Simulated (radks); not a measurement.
Values are calculated unless marked as measured or tabulated.
Excited configurations of V XV: one electron is placed in a higher orbital outside [He] 2s2 2p4. The ground configuration is [He] 2s2 2p5. Code: a radial shooting solver on a logarithmic mesh with Libxc functionals. Model: scalar-relativistic Kohn-Sham, PBE, spin-polarised, spherical densities, point nucleus; open shells are filled with parallel spins first. Excitation = E - E(ground); binding = E(ion) - E, where the ion is the core of charge +15; n* = 15/sqrt(2 binding) in atomic units. These energies are relativistic, and a one-electron ion of charge +15 with no core already has n* below n in this formula (scalar-relativistic equation, point nucleus: 3p 2.997, 4s 3.995, 4d 3.999, 5p 4.997, 5f 4.999, 6s 5.995, 6f 5.999, 7p 6.997, 7d 6.998). The quantum defect is therefore taken as that value minus n*, so that it holds no relativistic shift of the bare ion.

outer orbital	excitation (eV)	binding (eV)	quantum defect	<r> (bohr)
3p	585.33	393.27	0.207	0.7218
4s	753.98	224.62	0.303	1.374
4d	777.38	201.22	0.098	1.329
5p	844.15	134.46	0.225	2.227
5f	853.92	124.68	0.044	2.065
6s	883.40	95.204	0.324	3.237
6f	891.69	86.909	0.064	3.143
7p	911.37	67.227	0.249	4.520
7d	913.48	65.124	0.142	4.534

The Delta-SCF ionisation energy is 978.60 eV (NIST Atomic Spectra Database: 977 eV, semi-empirical). Self-interaction in the functional shifts the binding energies and quantum defects, so they are the method's values and not measured ones. Open shells are spherical and high-spin; term and fine-structure splittings are not resolved.
